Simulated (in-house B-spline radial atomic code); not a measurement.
**RPA and G0W0 on LDA VWN5: Cs4+**

Configuration [Kr] 4d10 5s2 5p3, highest spin, mean-field start LDA VWN5. Computed with an all-electron radial atomic-structure program (B-spline basis): all electrons, scalar-relativistic (spin-free one-electron X2C), finite nucleus, each spin shell either full or empty, empty states to l = 9 with an (l + 1/2)⁻⁴ tail; G0W0 by contour deformation at full frequency.

Spin-orbit coupling, left out, splits p levels strongly here.

Command:
```bash
python run_gw.py task.json out
```
Settings (radii: box in bohr, nucleus in fm):
```
Z                        55
electrons                51
configuration            [Kr] 4d10 5s2 5p3
hamiltonian              x2c
method                   lda,vwn
lmax                     9
rms_radius               4.8041
spin_polarised           True
box_radius               11.96
intervals                67
```

Cost of the run: 8.1 s on 1 thread of Arm Neoverse N1, on a shared host.

Energies (hartree):

```csv
term,value
mean-field total,-7775.46043
Hartree-Fock functional on these orbitals,-7779.37356
direct second order,-4.6943
second-order exchange,1.2846
SOSEX correction,1.1974
```

Q: What is the RPA correlation energy, and what remains with SOSEX?

A: RPA gives -4.1149 hartree (-2.2 eV per electron); RPA + SOSEX gives -2.9175, and the second-order doubles -3.4097 hartree (no singles). RPA lacks exchange-type terms and so overcorrelates at short range.

Quasi-particle levels (eV):

```
  level  occupied  mean field  Σx - vxc     Σc  QP weight    G0W0
  5p up       yes      -52.25     -5.46      ?          ?       ?
5s down       yes      -64.78     -2.53  -2.92      0.947  -70.24
5p down        no      -49.65      8.08  -2.93      0.938  -44.49
```

G0W0 = mean field + (Σx - vxc) + Σc, with Σc (partial-wave tail included) taken at the quasi-particle energy. Only the outer levels were computed. Levels of low weight are left out.

Q: Where does G0W0 put 5p up?

A: At -58.35 eV, with Σc = -0.63 eV and a quasi-particle weight of 0.939. The tabulated removal energy is 56 ± 1.9 eV (NIST, tabulated theory); the calculation leaves out spin-orbit coupling, Breit and QED terms, and what these don't explain is the method's own error.
